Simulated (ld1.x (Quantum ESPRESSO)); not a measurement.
# What one change does to a pseudopotential (Co (Z = 27), TM)

```
Element                 : cobalt
Generator               : ld1.x (Quantum ESPRESSO) 7.5
Type                    : norm-conserving Troullier–Martins (Kleinman–Bylander form)
Functional              : PBE
Relativity              : non-relativistic
Frozen core             : [Ne]
Valence charge          : 17
Reference configuration : 3s2 3p6 3d7 4s2 4p0
Partial waves           : 3p (bound): rc 1.35 bohr; 3d (bound): rc 1.30 bohr; 3s (bound): rc 0.85 bohr
Local potential         : the s channel
Core correction         : none
```

Occupied shells without a wave of their own: 4s. They enter only through the test configuration that unscreens the potential.

Change: core correction full core density, not smoothed (it rises at the typed radius of 1.02 bohr, so ld1.x skipped the fit) (4s counted twice).

Cutoffs: the cutoffs (Ry, on a coarse ladder) from which the occupation-weighted sum of valence levels, in a spherical-Bessel basis at the reference potential, stays within 10 and 1 mRy of its value at 400 Ry; they do not see the model core or the augmentation charge, which bear on the density cutoff. Errors are all-electron minus pseudo energies relative to the spin-unpolarised reference configuration.

Q: How do hardness, ghosts and transferability respond?

A: Of the 7 tests that both files solve, the error grows in 7 and shrinks in 0 by more than 15 % and 0.3 meV (median size 52.0 → 83.7 meV); neither file shows a bound ghost. In the changed file ld1.x takes every shell without a wave as core, so the model core holds the 4s electrons as well and exchange and correlation see them twice. This cancels in the reference configuration, but the file is broken for other ones, and its errors say nothing about a proper core correction. A model core, the more so a compact one, raises the density cutoff, which this test does not measure.

| quantity | base | changed |
| --- | --- | --- |
| cutoff, loose | 200 Ry | 200 Ry |
| cutoff, tight | over 300 Ry | over 300 Ry |
| bound ghosts | none | none |
| largest miss of a reference level, eV | 0.08 | 0.08 |
| error for 3s2 3p6 3d7 4s1 4p0, meV [ΔE 8.88 eV] | -101 | -242 |
| error for 3s2 3p6 3d7 4s0 4p0, meV [ΔE 25.42 eV] | -259 | -874 |
| error for 3s2 3p6 3d6 4s0 4p0, meV [ΔE 61.52 eV] | -404 | -1287 |
| error for 3s2 3p6 3d8 4s1 4p0, meV [ΔE -1.54 eV] | -52 | -75 |
| error for 3s1 3p6 3d7 4s2 4p0, meV [ΔE 108.01 eV] | -43 | -84 |
| error for 3s2 3p6 3d6 4s2 4p0, meV [ΔE 15.54 eV] | +13 | -25 |
| error for 3s2 3p6 3d7 4s1.5 4p0, meV [ΔE 3.54 eV] | -44 | -77 |
| s: phases at 1.51 bohr within 0.05 rad from the reference energy up to (Ry; the scan ends near 5) | 1.7 | 1.7 |
| p: phases at 1.51 bohr within 0.05 rad from the reference energy up to (Ry; the scan ends near 5) | 3.7 | 3.7 |
| d: phases at 1.51 bohr within 0.05 rad from the reference energy up to (Ry; the scan ends near 5) | 4.7 | 4.7 |

Base: The 4s level has no wave, so the channel is fitted at the deeper level alone: the likely source of the large errors.
